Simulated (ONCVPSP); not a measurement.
# What one change does to a pseudopotential (Tl, ONCV)

Tl (Z = 81), optimised norm-conserving Vanderbilt (ONCV), made with ONCVPSP 4.0.1 (LDA (Perdew-Zunger), scalar-relativistic). Core [Kr] 4d10 4f14, reference 5s2 5p6 5d10 6s2 6p1. Waves: 5s+6s: rc 1.30 bohr, ncon 4, nbas 7, qcut 7.2 1/bohr, 2 projectors; 5p+6p: rc 1.95 bohr, ncon 5, nbas 10, qcut 7 1/bohr, 3 projectors, debl 3.5 Ha; 5d: rc 2.10 bohr, ncon 4, nbas 9, qcut 6.4 1/bohr, 1 projector. Local part: polynomial inside 1.10 bohr (lpopt 5, dvloc0 1 Ha). Core correction: Teter function, fcfact 4.5, rcfact 1.7.

Change: d: rc 2.86.

Cutoffs: the cutoffs (Ha) at which the residual kinetic energy of the hardest occupied pseudo-wave falls to 1 and 0.1 mHa per electron; they do not see the model core or the augmentation charge, which bear on the density cutoff. Errors are all-electron minus pseudo energies relative to the spin-unpolarised reference configuration.

Q: Predict the effect on cutoff, ghosts and configuration errors.

A: The potential gets neither clearly harder nor softer (38 Ha and 73 Ha → 38 Ha and 73 Ha); the s channel sets the loose cutoff, while the largest relative change is in d, which becomes softer; of the 3 tests that both files solve, the error grows in 2 and shrinks in 0 by more than 15 % and 0.3 meV (median size 2.7 → 5.5 meV); neither file shows a bound ghost.

```tsv
quantity	base	changed
cutoff, loose	38 Ha	38 Ha
cutoff, tight	73 Ha	73 Ha
loose cutoff by channel	s 38 Ha, p 18 Ha, d 17 Ha	s 38 Ha, p 18 Ha, d 14 Ha
bound ghosts	none	none
GHOST(+) flags under 300 eV	s at 229.0 eV	s at 229.0 eV
tests with a reliable result	3 of 4	3 of 4
error for 5s2 5p6 5d10 6s2 6p0, meV [ΔE 5.41 eV]	-2.5	-2.7
error for 5s2 5p6 5d10 6s1 6p0, meV [ΔE 26.61 eV]	-13	-26
error for 5s2 5p6 5d10 6s1 6p2, meV [ΔE 7.48 eV]	-2.7	-5.5
s: phases at 1.32 bohr within 0.05 rad from the reference energy up to (Ha; the scan ends near 5)	to the end of the scan	to the end of the scan
p: phases at 1.98 bohr within 0.05 rad from the reference energy up to (Ha; the scan ends near 5)	to the end of the scan	to the end of the scan
rms error of d²Exc/dni dnj with the model core, mHa	2.05	2.18
```
